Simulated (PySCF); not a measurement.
**From a raw peak list to a structure**

Formula C$_{6}$H$_{9}$F. The spectrum was simulated from the full spin Hamiltonian at 700 MHz with 1.0 Hz Lorentzian lines, from shifts rounded to 0.01 ppm and J to 0.1 Hz, couplings under 1 Hz left out.

Maxima in Hz from TMS (height), grouped by integral:
1H: 1337.1 (10), 1335.2 (18), 1333.2 (25), 1331.2 (34), 1329.4 (24), 1327.2 (19), 1325.5 (10), 1320.6 (10), 1318.7 (18), 1316.7 (25), 1314.8 (34), 1312.9 (24), 1310.8 (18), 1309.0 (9)
6H: 1144.7 (14), 1143.6 (25), 1142.7 (24), 1141.5 (29), 1140.3 (22), 1138.5 (39), 1137.2 (45), 1136.2 (41), 1134.5 (41), 1132.0 (46), 1129.7 (63), 1128.2 (72), 1127.1 (63), 1126.5 (58), 1124.6 (27), 1121.0 (5), 1120.0 (5), 1116.3 (22), 1113.7 (56), 1112.8 (58), 1111.0 (60), 1109.6 (63), 1108.0 (48), 1106.5 (36), 1104.7 (38), 1103.4 (48), 1101.8 (40), 1100.7 (28), 1099.6 (25), 1098.7 (22), 1097.5 (26), 1096.4 (20), 1094.5 (9), 1080.0 (2), 1079.0 (2), 1077.5 (3), 1072.5 (15), 1071.4 (20), 1070.0 (29), 1067.4 (54), 1066.1 (65), 1064.7 (67), 1063.4 (67), 1062.0 (67), 1060.8 (57), 1058.1 (31), 1056.8 (23), 1055.7 (16), 1052.0 (5), 1050.5 (3), 1049.2 (3), 1048.0 (2)
2H: 1005.4 (10), 1004.1 (10), 997.8 (88), 996.5 (100), 995.6 (93), 994.2 (97), 993.5 (94), 992.2 (87), 991.2 (85), 989.9 (74), 983.6 (6), 982.4 (6)

- shielding tensors at B97-2/pcSseg-1 (GIAO)
- coordinates at the PBE0-D3(BJ)/def2-SVP level
- couplings computed with B3LYP/pcJ-1 (spin–dipole term only in couplings to heteroatoms)
- program: PySCF 2.14.0 with density-fitted response routines
- equivalent nuclei averaged, single conformer, no solvent, relativity neglected

Chemical shifts δ = σref − σ; TMS for $^{1}$H, all at this level.

Question: Analyse the multiplets.

Answer: $^{1}$H NMR (700 MHz, computed): δ 1.89 (dtt, J = 16.5, 4.0, 1.9 Hz, 1H), 1.62 (m, 2H), 1.58 (m, 2H), 1.52 (m, 2H), 1.42 (m, 2H). These are first-order names from the parameters used; overlap and second-order distortion can hide them in the list.

Question: What is the compound?

Answer: SMILES C1[C@]2(F)CC[C@H]1C2.

Mapped SMILES: `[F:1][C@:2]12[CH2:3][CH2:4][C@H:5]([CH2:6]1)[CH2:7]2`; H(Xn) means a hydrogen on atom n. Ha(C6), Ha(C7) are cis to C4 on the ring; Hb(C6), Hb(C7) are trans to C4 on the ring.

1. δ 1.89: H(C5), hydrogen on an sp3 CH in a ring, coupled to F1 (16.5 Hz), Hb(C6)/Hb(C7) (4.0 Hz), H(C4) (1.9 Hz).
2. δ 1.62: H(C3), hydrogen on an sp3 CH2 in a ring, coupled to H(C4) (11.0 Hz), H(C4) (4.2 Hz), Hb(C6)/Hb(C7) (2.5 Hz).
3. δ 1.58: H(C4), hydrogen on an sp3 CH2 in a ring, coupled to H(C3) (11.0 Hz), H(C3) (4.2 Hz), Hb(C6)/Hb(C7) and H(C5) (2.2 Hz).
4. δ 1.52: Hb(C6)/Hb(C7), hydrogen on an sp3 CH2 in a ring, coupled to Ha(C6)/Ha(C7) (6.7 Hz), F1 (4.1 Hz), H(C5) (4.0 Hz), H(C3) and H(C4) (2.5 Hz).
5. δ 1.42: Ha(C6)/Ha(C7), hydrogen on an sp3 CH2 in a ring, coupled to Hb(C6)/Hb(C7) (6.7 Hz), F1 (1.3 Hz).

This is the structure that produced the data.

Multiplet labels drop couplings under 1 Hz and merge nearly equal ones. Couplings among chemically equivalent protons are left out too, so labels in AA′BB′ or AA′XX′ sets are apparent multiplicities. Unscaled 3J(H,H) at this level run about 10 % above measured values.
